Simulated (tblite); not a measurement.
Species: C5H8NO (doublet state).
Z-matrix (Å and degrees, GFN2-xTB geometry), rows numbered from 1:
```
C 
C   1  1.4687
N   2  1.2379  1  128.21
C   3  1.4297  2  128.45  1  -179.48
C   4  1.5343  3  109.96  2   117.54
C   5  1.5020  4  111.80  3    59.10
O   6  1.1983  5  125.27  4   142.36
H   1  1.0893  2  109.05  3  -126.78
H   1  1.0945  2  112.98  3    -5.03
H   1  1.0895  2  108.58  3   116.12
H   4  1.0994  3  112.33  2    -4.39
H   4  1.0954  3  107.31  2  -123.59
H   5  1.0945  4  108.79  3   -58.77
H   5  1.0908  4  110.79  3  -177.80
H   6  1.1063  5  113.12  4   -38.43
```

The geometry is computed with GFN2-xTB (gas phase). This method treats the open shell by occupation alone, without spin polarisation.

Masses are those of the commonest isotopes; rigid-rotor values at the optimised geometry. The values belong to one conformer with, in the numbering `[CH3:1]/[C:2]=[N:3]/[CH2:4][CH2:5][CH:6]=[O:7]`, C2–N3–C4–C5 118°, N3–C4–C5–C6 59°, C4–C5–C6–O7 142°.

Problem. What are A, B and C (GHz)?

Solution. Ia = 73.49, Ib = 445.40, Ic = 493.78 u·Å²; 505379 MHz·u·Å²/I gives 6876, 1135 and 1023 MHz, that is A = 6.8764, B = 1.1347, C = 1.0235 GHz.

Problem. Classify the top.

Solution. A near-prolate asymmetric top: κ = (2 × 1135 − 6876 − 1023)/(6876 − 1023) = -0.96.

Problem. What does the inertial defect say?

Solution. Not planar: Δ = Ic − Ia − Ib = -25.12 u·Å². For a rigid frame Δ = −2 Σ m c², so Σ m c² = 12.56 u·Å² lies off the ab plane: 6.32 from hydrogen and 6.24 from heavier atoms. The atom farthest from that plane is 1.53 Å away.

Problem. Give the other two planar moments, Paa and Pbb, and the rms extents of the mass along the axes.

Solution. Paa = Σ m a² = (Ib + Ic − Ia)/2 = 432.84 and Pbb = Σ m b² = (Ia + Ic − Ib)/2 = 60.94 u·Å². With the mass M = 98.06 u, the rms extents √(P/M) along a, b and c are 2.10, 0.79, 0.36 Å.

Problem. Give the coordinates in the principal-axis frame, origin at the centre of mass.

Solution. The sense of each axis is arbitrary; atoms in the order of the calculation.
| atom | mass (u) | a (Å) | b (Å) | c (Å) |
| --- | --- | --- | --- | --- |
| C1 | 12.000 | 3.165 | 0.855 | 0.114 |
| C2 | 12.000 | 2.150 | -0.205 | 0.125 |
| N3 | 14.003 | 0.996 | -0.165 | -0.321 |
| C4 | 12.000 | 0.000 | -1.191 | -0.304 |
| C5 | 12.000 | -1.211 | -0.731 | 0.518 |
| C6 | 12.000 | -1.820 | 0.524 | -0.040 |
| O7 | 15.995 | -2.993 | 0.765 | -0.081 |
| H8 | 1.008 | 4.080 | 0.467 | -0.333 |
| H9 | 1.008 | 2.846 | 1.748 | -0.434 |
| H10 | 1.008 | 3.391 | 1.131 | 1.144 |
| H11 | 1.008 | 0.381 | -2.136 | 0.108 |
| H12 | 1.008 | -0.309 | -1.363 | -1.341 |
| H13 | 1.008 | -0.880 | -0.500 | 1.535 |
| H14 | 1.008 | -1.964 | -1.519 | 0.572 |
| H15 | 1.008 | -1.067 | 1.243 | -0.413 |

Problem. Where do the levels up to J = 3 lie, in MHz?

Solution. Above 0(0,0):
J = 1: 1(0,1) 2158, 1(1,1) 7900, 1(1,0) 8011
J = 2: 2(0,2) 6473, 2(1,2) 12105, 2(1,1) 12439, 2(2,1) 29664, 2(2,0) 29665
J = 3: 3(0,3) 12941, 3(1,3) 18412, 3(1,2) 19079, 3(2,2) 36138, 3(2,1) 36146, 3(3,1) 65126, 3(3,0) 65126
Those of J = 1 are B + C, A + C and A + B.

For this open shell read J as N, the rotation without spin; fine and hyperfine splittings come on top. Its GFN2-xTB frequencies are all real (lowest 37 cm⁻¹). Constants of a rigid frame at the computed geometry: no zero-point averaging, no centrifugal distortion.
